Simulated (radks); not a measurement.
Effect of the nuclear size on the lanthanum ion La+, [Xe] 5d2. Method: Dirac Kohn-Sham, LDA (Slater exchange, Perdew-Wang correlation), spin-unpolarised, spherical densities, finite nucleus; open shells fill j = l - 1/2 first; Fermi nuclear charge, rms radius 4.855 fm; computed with a radial shooting solver on a logarithmic mesh with Libxc functionals. The rms radius is varied about that value; shifts are against it.

rms radius (fm)  total energy shift (eV)  density at nucleus (e/bohr^3)  1s1/2 shift (meV)  2s1/2 shift (meV)  4p1/2 shift (meV)  5s1/2 shift (meV)  5p1/2 shift (meV)  6s1/2 (empty) shift (meV)
4.0685                             -2.79                      3.629e+05              -1160               -141              0.382              -1.12              0.066                     -0.155
4.5249                             -1.22                      3.552e+05               -507              -61.5              0.167             -0.491              0.029                     -0.068
4.855                                  0                      3.502e+05              0.000              0.000              0.000              0.000              0.000                      0.000
5.0346                             0.692                      3.477e+05                288               34.9             -0.095              0.279             -0.016                      0.038
5.4667                              2.44                       3.42e+05               1020                123             -0.334              0.982             -0.057                      0.136

Slopes of the eigenvalues against <r^2> in GHz/fm^2, as finite differences over the two radii next to the reference (eigenvalue slopes, not the field-shift constants of lines): 1s1/2 39500, 2s1/2 4780, 4p1/2 -13.0, 5s1/2 38.2, 5p1/2 -2.23, 6s1/2 (empty) 5.27.
